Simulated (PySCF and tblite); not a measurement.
The numbers below are computed, except where a source is named.
C₁₀H₁₆, numbered as in [CH3:1]/[C:2]1=[CH:3]/[CH2:4][CH2:5]/[CH:6]=[CH:7]\[C@@H:8]([CH3:9])[CH2:10]1.

Conformers came from 60 starts (ETKDG, MMFF94s, GFN2-xTB); geometries are GFN2-xTB. Weights use PBE0-D3(BJ)/pcSseg-1 energies plus GFN2-xTB zero-point and thermal terms (modes under about 100 cm⁻¹ blended into free rotors). Symmetry numbers and mirror images are counted. Conformers within 3 kcal/mol (GFN2-xTB free energy) were kept, 7 at most. Codes: tblite and PySCF.

The 8-ring runs over atoms 2–3–4–5–6–7–8–10.

| conformer | shape | symmetry | dipole D |
| --- | --- | --- | --- |
| 1 | 8-ring puckered (ring torsions 40, 40, -87, -2, 39, 43, -90, -1°) | C1 | 0.30 |
| 2 | 8-ring puckered (ring torsions 74, -102, 73, 0, -74, 105, -76, 0°) | C1 | 0.25 |
| 3 | 8-ring puckered (ring torsions -47, -33, 90, 2, -54, -28, 87, -1°) | C1 | 0.28 |
| 4 | 8-ring puckered (ring torsions -89, 36, 44, 0, -88, 32, 48, -2°) | C1 | 0.25 |

Problem. Which of these conformers is the most populated at 298.15 K, and with what share?

Solution. Conformer 1, about 69 %.

Problem. Give the DFT energies and free energies relative to the lowest, and all weights.

Solution. 
| conformer | shape | E(DFT) kcal/mol | G(298.15 K) kcal/mol | weight % |
| --- | --- | --- | --- | --- |
| 1 | 8-ring puckered (ring torsions 40, 40, -87, -2, 39, 43, -90, -1°) | 0.00 | 0.00 | 68.6 |
| 2 | 8-ring puckered (ring torsions 74, -102, 73, 0, -74, 105, -76, 0°) | 1.46 | 1.41 | 6.4 |
| 3 | 8-ring puckered (ring torsions -47, -33, 90, 2, -54, -28, 87, -1°) | 2.19 | 2.20 | 1.7 |
| 4 | 8-ring puckered (ring torsions -89, 36, 44, 0, -88, 32, 48, -2°) | 0.77 | 0.64 | 23.4 |

Problem. How does its share change from 220 K to 380 K?

Solution. From 78 % to 61 %; the mixing entropy goes from 1.28 to 1.95 cal/(mol K).
